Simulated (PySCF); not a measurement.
From computed data to an observable: dipole moment from atomic charges

O2S2, SMILES S=S(=O)=O. Atoms are numbered in the order given.

```xyz
4

S      0.0000     0.0000    -0.3915
S      0.0000     0.0000     1.5176
O      0.0000     1.2611    -1.1261
O      0.0000    -1.2611    -1.1261
```
Charge 0, spin multiplicity 1.

Geometry: B3LYP-D3(BJ)/def2-SVP.

Charges (e) from B3LYP/def2-TZVPD (PySCF):

```csv
atom,ESP fit,IAO
S1,0.668,1.788
S2,-0.077,-0.290
O3,-0.296,-0.749
O4,-0.296,-0.749
```

The dipole moment of the full density is 1.50 D.

Problem. What dipole moment does each set of point charges give, and which comes closer to that of the density?

Solution. 
μ = Σ q r, and 1 e Å = 4.8032 D.
ESP fit: Σ q r = (0.000, 0.000, 0.288) e Å, |μ| = 1.38 D.
IAO: Σ q r = (0.000, 0.000, 0.547) e Å, |μ| = 2.63 D.
ESP fit comes closer in size. Point charges leave out the atoms' own dipoles (lone pairs, polarised bonds); fits to the potential absorb them, partitions of the density don't.
